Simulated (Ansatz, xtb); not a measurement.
**Isomers of BFH6OSi2 in order of energy**

9 gas-phase structures of BFH6OSi2, found in a search over its isomers (lower ones may exist). Each was relaxed with GFN2-xTB; where two conformers were screened, the lower at r2SCAN-D4/def2-SVP is listed:

A. `BO[Si@H](F)[SiH3]`, a singlet
B. `F[SiH2]OB[SiH3]`, a singlet
C. `FB([SiH3])O[SiH3]`, a singlet
D. `FBO[SiH2][SiH3]`, a singlet
E. `FB[SiH2]O[SiH3]`, a singlet
F. `B[Si@H](F)O[SiH3]`, a singlet
G. `F[SiH2]BO[SiH3]`, a singlet
H. `B[SiH2]O[SiH2]F`, a singlet
I. `BO[SiH2][SiH2]F`, a singlet

Q: Make a reasoned guess at their ranking by r2SCAN-D4/def2-SVP single-point energy.

A: Calculated order at r2SCAN-D4/def2-SVP: D (0.000), C (0.207), A (0.503), B (0.637), I (0.931), G (0.967), E (1.126), H (1.253), F (1.310) eV. Less than 1 kcal/mol parts I and G, so the order within that pair means little.

Energies above the lowest of each column, in eV; the last columns are at B3LYP-D3(BJ)/def2-SVP geometries and were run for some of them only (a dash: not run or not comparable):

| structure | GFN2-xTB | HF/STO-3G | r2SCAN-D4/def2-SVP | B3LYP-D3(BJ)/def2-SVP | CCSD(T)/def2-SVP + ΔMP2/def2-TZVPP |
| --- | --- | --- | --- | --- | --- |
| D | 0.255 | 0.000 | 0.000 | 0.000 | 0.000 |
| C | 0.369 | 0.315 | 0.207 | 0.243 | 0.184 |
| A | 0.084 | 1.293 | 0.503 | 0.476 | 0.169 |
| B | 0.100 | 1.643 | 0.637 | 0.610 | – |
| I | 0.021 | 1.659 | 0.931 | – | – |
| G | 0.000 | 1.896 | 0.967 | – | – |
| E | 0.512 | 2.173 | 1.126 | – | – |
| H | 0.158 | 3.370 | 1.253 | – | – |
| F | 0.190 | 3.380 | 1.310 | – | – |

CCSD(T)/def2-SVP + ΔMP2/def2-TZVPP puts D lowest of those it was run on; GFN2-xTB picks G. CCSD(T)/def2-SVP + ΔMP2/def2-TZVPP orders those it was run on as D (0.000), A (0.169), C (0.184) eV. Less than 1 kcal/mol parts A and C, so the order within that pair means little. Flexible structures stand in one conformer each, not always the lowest. Frequencies (B3LYP-D3(BJ)/def2-SVP) were run for A, C, D alone. The ΔMP2 step shifts differences by up to 0.294 eV, which makes them less sure. ΔMP2 is the change of the MP2 energy from the smaller to the larger basis.

Over these structures GFN2-xTB departs from r2SCAN-D4/def2-SVP by 0.398 eV on average once a common shift is removed. A GFN2-xTB relaxation took about 0.32 s and the r2SCAN-D4/def2-SVP energy about 1.9 s on a shared host (Ansatz 0.2.0, xtb 6.7.1).
